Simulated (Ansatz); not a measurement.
Species: MoCl₂, net charge 0, quintet state. The spin state was set by rule; other spins were not relaxed. 
Structure (B3LYP-D3(BJ)/def2-TZVP (Ansatz, an electronic-structure program) minimum search):
SMILES: [Mo]([Cl])[Cl]
```xyz
3

Mo    -0.0052    -0.0677     0.4134
Cl     2.0820     0.0580    -0.4887
Cl    -2.0691     0.1093    -0.5326
```
Charge 0, spin multiplicity 5.

Basis-set convergence of Hartree-Fock and CCSD correlation energies (hartree) with Ansatz. Valence correlation only, unless marked. UHF or UKS for open shells. Spin-orbit coupling is left out. The frozen core is the preceding noble-gas configuration, with the filled d and f shells of earlier blocks. Past Kr the def2 sets carry scalar-relativistic core potentials.

| basis | functions | E(HF) | E(corr, CCSD) |
|---|---|---|---|
| def2-SVPD | 88 | -986.37875 | -0.40235 |
| def2-TZVPPD | 158 | ? | ? |

Question: Complete the blanks.

Answer: 
- def2-TZVPPD, E(HF): -986.70497
- def2-TZVPPD, E(corr, CCSD): -0.53023
